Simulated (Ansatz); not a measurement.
A short molecular-dynamics run on C₂H₆Cl₃FMoO₂, SMILES `C[O][Mo]([F])([Cl])([Cl])([Cl])[O]C`.

```yaml
crystal:
  periodic: [false, false, false]
  atoms:
    - {symbol: C, position_ang: [-1.975468, 0.195755, -1.951700]}
    - {symbol: O, position_ang: [-1.213432, 0.001984, -0.802670]}
    - {symbol: Mo, position_ang: [0.335189, 0.548265, -0.032739]}
    - {symbol: F, position_ang: [-0.399148, 1.016776, 1.628223]}
    - {symbol: Cl, position_ang: [1.305764, 0.045934, -2.072307]}
    - {symbol: Cl, position_ang: [-0.239860, 2.705959, -0.648749]}
    - {symbol: Cl, position_ang: [2.398566, 1.395207, 0.592224]}
    - {symbol: O, position_ang: [0.773648, -0.993299, 0.821391]}
    - {symbol: C, position_ang: [1.272940, -1.363154, 2.070621]}
    - {symbol: H, position_ang: [-1.377690, -0.113170, -2.817027]}
    - {symbol: H, position_ang: [-2.883329, -0.404748, -1.878697]}
    - {symbol: H, position_ang: [-2.217070, 1.260682, -2.038378]}
    - {symbol: H, position_ang: [0.654806, -0.899276, 2.846281]}
    - {symbol: H, position_ang: [2.301538, -0.997136, 2.159279]}
    - {symbol: H, position_ang: [1.241647, -2.450477, 2.153647]}
basis:
  gaussian: {orbitals: def2-SVP}
hamiltonian: {xc: {name: r2SCAN}, dispersion: d4}
md: {timestep: 0.5 fs, n_steps: 50, ensemble: nve, temperature: 300, initial_velocities: maxwell_boltzmann, seed: 650}
```

```sh
$ ansatz run in.yaml --threads 4 --pin off --events-out ev --progress --plain --max-ram 46080MiB --backend cuda --devices 0, --max-vram 37GiB
```

```
step  time (fs)  potential energy (eV)  kinetic (eV)  T (K)  conserved (eV)
   0        0.0            -48388.3108        0.5041    300     -48387.8067
   1        0.5            -48388.2963        0.4897    291     -48387.8066
   2        1.0            -48388.2650        0.4589    273     -48387.8060
   3        1.5            -48388.2252        0.4198    250     -48387.8054
   4        2.0            -48388.1872        0.3823    228     -48387.8048
   5        2.5            -48388.1592        0.3545    211     -48387.8047
   6        3.0            -48388.1438        0.3389    202     -48387.8049
   7        3.5            -48388.1380        0.3327    198     -48387.8053
   8        4.0            -48388.1356        0.3299    196     -48387.8057
   9        4.5            -48388.1304        0.3246    193     -48387.8059
  10        5.0            -48388.1190        0.3131    186     -48387.8059
  11        5.5            -48388.1009        0.2951    176     -48387.8057
  12        6.0            -48388.0782        0.2728    162     -48387.8055
  13        6.5            -48388.0549        0.2497    149     -48387.8052
  14        7.0            -48388.0351        0.2302    137     -48387.8049
  15        7.5            -48388.0235        0.2189    130     -48387.8047
  16        8.0            -48388.0238        0.2192    130     -48387.8046
  17        8.5            -48388.0379        0.2333    139     -48387.8046
  18        9.0            -48388.0650        0.2601    155     -48387.8049
  19        9.5            -48388.1011        0.2958    176     -48387.8053
  20       10.0            -48388.1390        0.3332    198     -48387.8058
  21       10.5            -48388.1708        0.3645    217     -48387.8063
  22       11.0            -48388.1899        0.3834    228     -48387.8064
  23       11.5            -48388.1939        0.3877    231     -48387.8062
  24       12.0            -48388.1861        0.3803    226     -48387.8058
  25       12.5            -48388.1738        0.3685    219     -48387.8052
  26       13.0            -48388.1652        0.3603    214     -48387.8049
  27       13.5            -48388.1654        0.3605    215     -48387.8049
  28       14.0            -48388.1741        0.3688    219     -48387.8053
  29       14.5            -48388.1861        0.3804    226     -48387.8057
  30       15.0            -48388.1944        0.3884    231     -48387.8061
  31       15.5            -48388.1937        0.3875    231     -48387.8062
  32       16.0            -48388.1814        0.3753    223     -48387.8061
  33       16.5            -48388.1588        0.3529    210     -48387.8059
  34       17.0            -48388.1291        0.3235    193     -48387.8056
  35       17.5            -48388.0967        0.2915    173     -48387.8053
  36       18.0            -48388.0665        0.2615    156     -48387.8050
  37       18.5            -48388.0426        0.2378    142     -48387.8048
  38       19.0            -48388.0283        0.2236    133     -48387.8047
  39       19.5            -48388.0250        0.2202    131     -48387.8048
  40       20.0            -48388.0315        0.2264    135     -48387.8051
  41       20.5            -48388.0440        0.2386    142     -48387.8054
  42       21.0            -48388.0567        0.2508    149     -48387.8059
  43       21.5            -48388.0630        0.2569    153     -48387.8062
  44       22.0            -48388.0589        0.2528    150     -48387.8062
  45       22.5            -48388.0446        0.2388    142     -48387.8058
  46       23.0            -48388.0255        0.2202    131     -48387.8053
  47       23.5            -48388.0100        0.2052    122     -48387.8048
  48       24.0            -48388.0063        0.2017    120     -48387.8046
  49       24.5            -48388.0176        0.2129    127     -48387.8047
  50       25.0            -48388.0412        0.2360    140     -48387.8052
```

Velocities are drawn at the set temperature; a run this short doesn't reach equilibrium.

Frames (Å, forces in eV/Å):

```xyz
15
time=0.0 fs
C    -1.975    0.196   -1.952    0.042   -0.063    0.168
O    -1.213    0.002   -0.803   -0.490   -0.208   -0.159
Mo    0.335    0.548   -0.033    0.169    0.401    0.083
F    -0.399    1.017    1.628   -0.094   -0.003    0.237
Cl    1.306    0.046   -2.072    0.144   -0.122   -0.401
Cl   -0.240    2.706   -0.649   -0.158    0.403   -0.175
Cl    2.399    1.395    0.592    0.393    0.115    0.195
O     0.774   -0.993    0.821    0.100   -0.516    0.210
C     1.273   -1.363    2.071   -0.063   -0.017   -0.177
H    -1.378   -0.113   -2.817    0.182   -0.094   -0.262
H    -2.883   -0.405   -1.879   -0.274   -0.171   -0.001
H    -2.217    1.261   -2.038   -0.070    0.327   -0.025
H     0.655   -0.899    2.846   -0.188    0.145    0.231
H     2.302   -0.997    2.159    0.308    0.119    0.029
H     1.242   -2.450    2.154   -0.001   -0.318    0.048
15
time=2.0 fs
C    -1.972    0.199   -1.953   -0.544    0.291    0.348
O    -1.211   -0.007   -0.796   -0.557   -0.118   -0.591
Mo    0.333    0.549   -0.035    0.417    0.543    0.332
F    -0.399    1.017    1.627   -0.102    0.019    0.231
Cl    1.305    0.051   -2.064    0.182   -0.159   -0.519
Cl   -0.242    2.704   -0.653   -0.181    0.410   -0.167
Cl    2.407    1.395    0.591    0.327    0.113    0.177
O     0.778   -0.985    0.820   -0.151   -0.636    0.514
C     1.255   -1.372    2.078    1.615    1.067   -1.202
H    -1.389   -0.110   -2.841    0.114    0.151    0.082
H    -2.859   -0.456   -1.855   -0.010    0.303   -0.187
H    -2.251    1.297   -2.001    0.200   -0.870   -0.074
H     0.686   -0.948    2.875   -0.755    0.748    0.772
H     2.322   -1.045    2.120   -0.369    0.096    0.226
H     1.248   -2.421    2.140   -0.185   -1.958    0.058
15
time=4.0 fs
C    -1.971    0.204   -1.953   -0.774   -0.090    0.451
O    -1.211   -0.016   -0.790   -0.544   -0.021   -0.859
Mo    0.332    0.550   -0.038    0.581    0.658    0.532
F    -0.399    1.018    1.626   -0.103    0.034    0.216
Cl    1.305    0.056   -2.057    0.217   -0.192   -0.629
Cl   -0.244    2.703   -0.657   -0.195    0.411   -0.158
Cl    2.415    1.394    0.589    0.253    0.108    0.161
O     0.783   -0.979    0.820   -0.335   -0.724    0.790
C     1.242   -1.379    2.081    1.767    0.095   -0.802
H    -1.396   -0.101   -2.862    0.020    0.334    0.412
H    -2.835   -0.497   -1.838    0.110    0.632   -0.346
H    -2.278    1.303   -1.967    0.278   -1.113   -0.171
H     0.691   -0.971    2.929   -0.354    0.524    0.016
H     2.329   -1.089    2.090   -0.609    0.169    0.414
H     1.248   -2.457    2.128   -0.311   -0.826   -0.026
15
time=6.0 fs
C    -1.972    0.208   -1.952   -0.470   -0.924    0.579
O    -1.211   -0.025   -0.786   -0.441    0.066   -0.907
Mo    0.330    0.551   -0.040    0.648    0.684    0.695
F    -0.399    1.019    1.625   -0.097    0.047    0.195
Cl    1.305    0.061   -2.050    0.251   -0.221   -0.729
Cl   -0.246    2.702   -0.661   -0.196    0.402   -0.147
Cl    2.424    1.394    0.588    0.170    0.104    0.147
O     0.786   -0.975    0.822   -0.453   -0.740    0.918
C     1.234   -1.385    2.083    0.935   -1.415    0.059
H    -1.402   -0.080   -2.868    0.075    0.350    0.421
H    -2.808   -0.514   -1.834   -0.145    0.535   -0.407
H    -2.295    1.270   -1.940    0.056   -0.265   -0.226
H     0.683   -0.975    2.982    0.250    0.043   -1.083
H     2.315   -1.127    2.075   -0.209    0.307    0.522
H     1.237   -2.523    2.116   -0.375    1.028   -0.039
15
time=8.0 fs
C    -1.975    0.208   -1.949    0.090   -1.602    0.740
O    -1.213   -0.034   -0.785   -0.327    0.130   -0.801
Mo    0.329    0.552   -0.041    0.669    0.587    0.861
F    -0.399    1.020    1.625   -0.091    0.066    0.171
Cl    1.306    0.066   -2.044    0.283   -0.243   -0.817
Cl   -0.249    2.701   -0.665   -0.190    0.380   -0.132
Cl    2.433    1.394    0.587    0.080    0.098    0.135
O     0.789   -0.972    0.827   -0.517   -0.650    0.825
C     1.229   -1.396    2.084    0.178   -1.858    0.253
H    -1.404   -0.047   -2.858    0.276    0.220    0.102
H    -2.787   -0.513   -1.845   -0.602    0.085   -0.365
H    -2.310    1.228   -1.920   -0.300    0.972   -0.184
H     0.683   -0.976    2.997    0.356   -0.121   -1.338
H     2.294   -1.153    2.079    0.419    0.398    0.524
H     1.211   -2.554    2.102   -0.325    1.539    0.026
15
time=10.0 fs
C    -1.977    0.205   -1.944    0.074   -1.046    0.803
O    -1.215   -0.043   -0.785   -0.293    0.165   -0.645
Mo    0.328    0.553   -0.043    0.701    0.398    1.044
F    -0.399    1.021    1.625   -0.087    0.090    0.147
Cl    1.307    0.071   -2.039    0.305   -0.259   -0.888
Cl   -0.252    2.701   -0.670   -0.183    0.341   -0.114
Cl    2.442    1.394    0.586   -0.018    0.083    0.124
O     0.790   -0.971    0.833   -0.516   -0.461    0.527
C     1.225   -1.412    2.086    0.397   -1.022   -0.341
H    -1.397   -0.004   -2.845    0.416    0.070   -0.203
H    -2.789   -0.507   -1.870   -0.732   -0.237   -0.295
H    -2.335    1.219   -1.908   -0.229    0.910   -0.108
H     0.695   -0.980    2.963   -0.097    0.133   -0.578
H     2.288   -1.164    2.104    0.486    0.290    0.417
H     1.173   -2.530    2.089   -0.225    0.546    0.110
15
time=12.0 fs
C    -1.979    0.198   -1.936   -0.582    0.074    0.441
O    -1.218   -0.052   -0.788   -0.334    0.169   -0.466
Mo    0.327    0.555   -0.044    0.739    0.182    1.216
F    -0.400    1.022    1.625   -0.084    0.115    0.123
Cl    1.308    0.075   -2.035    0.315   -0.267   -0.940
Cl   -0.255    2.701   -0.674   -0.174    0.286   -0.095
Cl    2.451    1.394    0.585   -0.121    0.061    0.117
O     0.790   -0.971    0.840   -0.425   -0.255    0.120
C     1.223   -1.431    2.086    1.394    0.814   -1.145
H    -1.374    0.041   -2.839    0.230   -0.002   -0.087
H    -2.816   -0.509   -1.906   -0.200   -0.065   -0.213
H    -2.368    1.241   -1.899    0.244   -0.249   -0.045
H     0.703   -0.979    2.909   -0.750    0.582    0.592
H     2.297   -1.165    2.144   -0.060   -0.021    0.207
H     1.126   -2.489    2.081   -0.190   -1.424    0.174
15
time=14.0 fs
C    -1.983    0.191   -1.927   -0.964    0.595   -0.315
O    -1.222   -0.060   -0.791   -0.348    0.145   -0.211
Mo    0.327    0.557   -0.045    0.729   -0.011    1.324
F    -0.401    1.023    1.626   -0.079    0.136    0.100
Cl    1.309    0.079   -2.032    0.311   -0.268   -0.970
Cl   -0.258    2.702   -0.679   -0.160    0.225   -0.078
Cl    2.460    1.394    0.584   -0.226    0.037    0.112
O     0.789   -0.971    0.848   -0.236   -0.122   -0.279
C     1.224   -1.448    2.084    1.314    1.418   -0.813
H    -1.343    0.086   -2.835   -0.178   -0.063    0.283
H    -2.850   -0.513   -1.951    0.489    0.226   -0.061
H    -2.392    1.256   -1.893    0.519   -0.902    0.035
H     0.684   -0.957    2.874   -0.667    0.414    0.686
H     2.305   -1.166    2.192   -0.440   -0.298   -0.046
H     1.072   -2.496    2.079   -0.063   -1.532    0.234
15
time=16.0 fs
C    -1.990    0.185   -1.918   -0.676    0.557   -0.937
O    -1.227   -0.067   -0.794   -0.240    0.099    0.157
Mo    0.327    0.558   -0.045    0.624   -0.183    1.343
F    -0.402    1.025    1.627   -0.069    0.148    0.078
Cl    1.311    0.082   -2.030    0.300   -0.263   -0.981
Cl   -0.261    2.703   -0.684   -0.139    0.167   -0.063
Cl    2.468    1.394    0.583   -0.328    0.015    0.105
O     0.788   -0.972    0.855    0.013   -0.090   -0.576
C     1.230   -1.461    2.079   -0.371    0.384    0.344
H    -1.318    0.129   -2.821   -0.438   -0.169    0.402
H    -2.867   -0.510   -1.997    0.718    0.188    0.115
H    -2.398    1.239   -1.885    0.376   -0.577    0.126
H     0.642   -0.922    2.863    0.119   -0.371   -0.114
H     2.298   -1.178    2.238   -0.264   -0.353   -0.235
H     1.017   -2.555    2.085    0.375    0.449    0.237
15
time=18.0 fs
C    -1.999    0.182   -1.913    0.128    0.173   -1.057
O    -1.232   -0.075   -0.798   -0.021    0.040    0.570
Mo    0.327    0.560   -0.044    0.455   -0.353    1.301
F    -0.403    1.027    1.628   -0.055    0.155    0.056
Cl    1.313    0.086   -2.030    0.283   -0.254   -0.972
Cl   -0.265    2.704   -0.688   -0.114    0.115   -0.048
Cl    2.476    1.394    0.583   -0.425   -0.004    0.095
O     0.786   -0.973    0.860    0.238   -0.104   -0.800
C     1.234   -1.472    2.075   -1.966   -0.236    1.016
H    -1.309    0.165   -2.793   -0.350   -0.265    0.076
H    -2.859   -0.500   -2.040    0.358   -0.225    0.214
H    -2.390    1.202   -1.872   -0.106    0.484    0.209
H     0.604   -0.899    2.848    0.665   -0.860   -0.488
H     2.282   -1.203    2.276    0.223   -0.229   -0.309
H     0.975   -2.600    2.101    0.686    1.561    0.137
15
time=20.0 fs
C    -2.008    0.179   -1.911    0.726    0.161   -0.702
O    -1.238   -0.082   -0.799    0.209   -0.004    0.872
Mo    0.327    0.562   -0.043    0.306   -0.516    1.247
F    -0.404    1.029    1.629   -0.039    0.160    0.029
Cl    1.315    0.089   -2.030    0.259   -0.243   -0.942
Cl   -0.268    2.705   -0.693   -0.094    0.064   -0.029
Cl    2.484    1.394    0.583   -0.513   -0.021    0.080
O     0.785   -0.974    0.864    0.360   -0.098   -1.030
C     1.233   -1.484    2.074   -2.174    0.041    0.994
H    -1.313    0.191   -2.762   -0.009   -0.274   -0.480
H    -2.837   -0.500   -2.074   -0.196   -0.664    0.226
H    -2.386    1.183   -1.851   -0.464    1.095    0.228
H     0.589   -0.908    2.817    0.616   -0.721   -0.135
H     2.274   -1.237    2.302    0.412   -0.097   -0.357
H     0.959   -2.590    2.122    0.601    1.119   -0.001
15
time=22.0 fs
C    -2.014    0.177   -1.911    0.469    0.853   -0.349
O    -1.243   -0.089   -0.799    0.363    0.011    0.931
Mo    0.328    0.563   -0.042    0.229   -0.637    1.199
F    -0.405    1.031    1.630   -0.022    0.159   -0.008
Cl    1.318    0.091   -2.031    0.221   -0.230   -0.889
Cl   -0.272    2.706   -0.698   -0.083    0.007   -0.005
Cl    2.491    1.394    0.582   -0.590   -0.037    0.063
O     0.785   -0.976    0.865    0.367   -0.096   -1.181
C     1.224   -1.496    2.076   -0.742    1.215    0.360
H    -1.318    0.207   -2.749    0.175   -0.191   -0.722
H    -2.822   -0.523   -2.100   -0.249   -0.555    0.283
H    -2.398    1.200   -1.823   -0.299    0.282    0.085
H     0.597   -0.942    2.783   -0.003    0.001    0.781
H     2.279   -1.275    2.314    0.067   -0.026   -0.444
H     0.964   -2.542    2.142    0.096   -0.757   -0.103
15
time=24.0 fs
C    -2.019    0.177   -1.912    0.032    1.142   -0.396
O    -1.247   -0.097   -0.797    0.440    0.112    0.753
Mo    0.328    0.564   -0.040    0.196   -0.674    1.116
F    -0.407    1.034    1.632    0.002    0.146   -0.052
Cl    1.321    0.094   -2.033    0.170   -0.214   -0.813
Cl   -0.276    2.707   -0.703   -0.074   -0.049    0.022
Cl    2.498    1.395    0.582   -0.653   -0.048    0.048
O     0.786   -0.978    0.864    0.310   -0.147   -1.048
C     1.214   -1.504    2.079    0.573    1.841   -0.290
H    -1.317    0.216   -2.762   -0.066   -0.094   -0.347
H    -2.814   -0.565   -2.115    0.175    0.067    0.405
H    -2.422    1.228   -1.791    0.012   -0.766   -0.145
H     0.604   -0.977    2.778   -0.522    0.637    1.406
H     2.287   -1.314    2.310   -0.294    0.076   -0.464
H     0.973   -2.521    2.159   -0.301   -2.029   -0.193
15
time=25.0 fs
C    -2.022    0.179   -1.914   -0.016    0.989   -0.485
O    -1.248   -0.100   -0.795    0.471    0.189    0.617
Mo    0.329    0.564   -0.038    0.175   -0.662    1.047
F    -0.407    1.036    1.632    0.018    0.132   -0.074
Cl    1.322    0.095   -2.035    0.143   -0.206   -0.769
Cl   -0.278    2.708   -0.706   -0.068   -0.073    0.036
Cl    2.501    1.395    0.582   -0.680   -0.053    0.042
O     0.787   -0.979    0.862    0.271   -0.184   -0.860
C     1.209   -1.505    2.080    0.448    1.300   -0.197
H    -1.317    0.219   -2.775   -0.249   -0.053   -0.051
H    -2.809   -0.587   -2.116    0.350    0.366    0.438
H    -2.434    1.234   -1.777    0.090   -1.003   -0.236
H     0.601   -0.986    2.794   -0.397    0.585    1.196
H     2.288   -1.332    2.301   -0.321    0.149   -0.421
H     0.975   -2.538    2.165   -0.235   -1.474   -0.283
```

Hardware: 4 threads of an AMD EPYC 7R13 on a shared host and a share of an NVIDIA H100 80 GB. Wall time 89 s, peak host memory 0.94 GiB.
